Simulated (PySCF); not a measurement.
# Computed structure and properties of [Hf2]+

System: [Hf2]+ (doublet); start: template (D∞h). Method: PySCF 2.14.0, UKS BP86, Hf def2-SVP with ECP60; non-relativistic Hamiltonian with scalar-relativistic core potentials where named; density fitting; no spin-orbit coupling.

Input of the relaxation:

```python
mol = gto.M(atom='''
Hf     0.00000     0.00000     1.40000
Hf     0.00000     0.00000    -1.40000''',
    basis={'Hf': 'def2-SVP'},
    ecp={'Hf': 'def2-SVP'},
    charge=1, spin=1)
mf = dft.UKS(mol, xc='B88,P86')
mf.grids.atom_grid = (50, 194)
mf = mf.density_fit()  # fitting sets: Hf def2-universal-JKFIT
mf.conv_tol = 1e-08; mf.max_cycle = 55
mf.kernel(dm0)  # dm0: converged density of the start geometry
# quasi-Newton relaxation in Cartesian coordinates to a largest gradient under 0.00045 Eh/bohr, steps kept in the point group
```

Run from Python with OMP_NUM_THREADS=2; the lines above give its settings. Where DIIS fails, smearing, a level shift and second-order steps follow.
It took 13 s on 2 threads of Arm Neoverse V1, on a shared host, from the converged density of the start.

Course of the relaxation:

```csv
step,energy above end (eV),largest force component within the symmetry (eV/Å)
0,0.5906,2.056
1,0.4138,1.354
2,0.1124,1.764
3,0.0151,0.702
4,0.0007,0.163
5,0.0000,0.011
6,0.0000,0.000
```

Relaxed geometry (D∞h):

```xyz
2

Hf    0.0000    0.0000    1.1965
Hf    0.0000    0.0000   -1.1965
```

| contact | Å |
| --- | --- |
| Hf2–Hf1 | 2.393 |

On the finer grid (75, 302):

| Item | Value |
| --- | --- |
| HOMO | -8.59 eV |
| LUMO | -8.00 eV |
| Dipole about the centre of mass | 0.00 D |
| Spin squared | 0.750 |
| Set of Mulliken populations of Hf1 outside the core potential | s 2.98, p 6.05, d 2.45, f 0.02 |
| D3(BJ) dispersion energy (not in the energies) | -0.145 eV |

```json
{"atom": "Hf1", "Mulliken (e)": "0.50", "Löwdin (e)": "0.50", "spin (e)": "0.50"}
{"atom": "Hf2", "Mulliken (e)": "0.50", "Löwdin (e)": "0.50", "spin (e)": "0.50"}
```

On the grid (50, 194), as all that follows. Harmonic modes: a minimum; lowest 233 cm⁻¹ (negative: unstable), highest 233 cm⁻¹, zero-point energy 0.014 eV.

One start shape was tried, so this needn't be the lowest isomer.

Open shells may have lower solutions than the one found.
